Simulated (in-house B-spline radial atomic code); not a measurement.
# Ionising Ni3+ with different functionals

Computed with an all-electron radial atomic-structure program (B-spline basis): non-relativistic Hamiltonian, point nucleus, spin-polarised at highest spin, spherical fractional occupations for the functionals, and exact exchange of hybrids averaged over the configuration. The ionisation energy is the difference of two self-consistent energies, [Ar] 3d7 → [Ar] 3d6, without Breit or QED terms; ε is the level of the shell that loses the electron (its least bound occupied spin orbital).

| method | rung | ΔSCF (eV) | -ε(3d) (eV) |
| --- | --- | --- | --- |
| PBE0 | global hybrid | 55.03 | 48.24 |
| B3LYP | global hybrid | 55.33 | 47.88 |
| TPSSh | global hybrid | 55.02 | 46.30 |
| M06-2X | global hybrid | 54.85 | 51.77 |
| BHandHLYP | global hybrid | 54.67 | 51.11 |
| r2SCAN0 | global hybrid | 54.53 | 47.88 |
| B97-1 | global hybrid | 55.13 | 47.79 |
| HSE06 | range-separated hybrid | ? | ? |
| wB97X | range-separated hybrid | ? | ? |
| CAM-B3LYP | range-separated hybrid | 55.30 | 49.89 |
| LC-wPBE | range-separated hybrid | 55.40 | 50.88 |

What does wB97X give?

ΔSCF 54.92 eV, and -ε(3d) = 50.59 eV.

What does HSE06 give?

ΔSCF 55.03 eV, and -ε(3d) = 47.81 eV.

Among the functionals, which spreads more, the ΔSCF values or the orbital energies?

The orbital energies: ΔSCF values span about 0.86 eV and the orbital energies 5.47 eV; here energy differences depend much less on the functional than eigenvalues do.

How do they compare with the NIST value?

NIST lists 54.9 eV ± 0.25 (semi-empirical, ground level to ground level). Errors run from -0.39 to +0.48 eV; all lie within about twice that uncertainty, so the table can't rank the methods.
